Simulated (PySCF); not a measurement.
Ga(F)(OH)(NH2) (FGaH₃NO), SMILES [NH2][Ga]([OH])[F].

Geometry optimised at PBE0-D3(BJ)/def2-SVP. The values are those of a single conformer.

Calculation: PySCF with PBE0/def2-TZVPD.

The molecule is in vacuum.

Computed frontier levels, gap, dipole moment and polarisability:
The highest occupied level is -7.93 eV. The lowest empty level comes out as -1.13 eV and the orbital gap is 6.80 eV. The dipole moment is 1.52 D. The quadrupole, principal values (traceless, Buckingham form, about the centre of nuclear charge) comes out as -9.60, 0.14, 9.46 D·Å and the mean static polarisability is 39.4 bohr³ (5.83 Å³). The polarisability, principal values is 33.4, 38.8, 45.9 bohr³.
